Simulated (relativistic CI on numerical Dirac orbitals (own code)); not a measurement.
**Ni2+ in a cubic cluster: 2p photoemission with charge transfer**

Computed with a charge-transfer multiplet model of a cubic metal-ligand cluster with up to 2 ligand holes, Slater and spin-orbit integrals from Dirac-Coulomb-Breit ions, Slater integrals scaled by 0.9. The ground state mixes d8 with configurations of k ligand holes L, whose averages lie at kΔ + k(k − 1)U_dd/2; a core hole lowers each added d electron by U_cd. 300 K, Lorentzian 0.6 eV and Gaussian 0.8 eV FWHM.

Atomic integrals in eV (Slater integrals scaled, ζ unscaled), ground: F2dd 10.953, F4dd 6.797, zeta_d 0.080; with the core hole: F2dd 12.575, F4dd 7.855, zeta_d 0.114, zeta_core 11.406, F2cd 7.542, G1cd 5.754, G3cd 3.273.

Cluster parameters (eV): Δ = 4.9, U_dd = 7.5, U_cd = 8.9, 10Dq(ligand) = 1.3, V(eg) = 1.8, V(t2g) = -0.87, final-state hopping factor = 0.8.

```tsv
Case	n_d	d8	d9L	d10L2	S
10Dq = -0.25 eV	8.14	0.86	0.14	0.00	1.00
10Dq = 0.05 eV	8.15	0.86	0.14	0.00	1.00
10Dq = 0.65 eV	8.14	0.87	0.13	0.00	1.00
10Dq = 0.95 eV	8.13	0.87	0.13	0.00	1.00
10Dq = 1.25 eV	8.12	0.88	0.12	0.00	1.00
```

Weights, n_d and S are thermal averages at 300 K. Binding energies count from the first peak over 30 % of the highest in each spectrum, which can be another peak from case to case. The parameters are a model scan and need not match a compound or its usual spin state. A negative ionic 10Dq is a model choice; hopping adds the covalent part of the field. Peaks in eV (height, largest 100):
- 10Dq = -0.25 eV: 0.0 (100), 4.3 (62), 5.5 (60), 9.5 (28), 18.7 (45), 23.1 (41), 24.7 (39)
- 10Dq = 0.05 eV: 0.0 (100), 4.4 (59), 5.2 (60), 7.1 (30), 9.4 (23), 17.6 (34), 18.7 (34), 22.9 (40), 24.6 (30), 26.3 (10)
- 10Dq = 0.65 eV: 0.0 (100), 4.3 (61), 5.1 (57), 9.5 (18), 17.6 (41), 22.8 (38), 24.5 (20), 26.2 (8)
- 10Dq = 0.95 eV: 0.0 (100), 4.2 (63), 9.4 (15), 17.6 (42), 19.1 (18), 22.5 (37), 24.4 (16)
- 10Dq = 1.25 eV: 0.0 (100), 4.2 (64), 9.1 (13), 17.6 (42), 19.3 (15), 22.5 (38)

For the case 10Dq = 0.65 eV, Δ = 4.9 eV is smaller than U_dd = 7.5 eV, the charge-transfer side of the Zaanen-Sawatzky-Allen scheme. With the core hole the average of the configuration with one ligand hole lies at Δ − U_cd = -4.0 eV before mixing: it lies below the unscreened one, so the lowest final states are mostly screened and the unscreened weight appears at higher binding energy as a satellite.
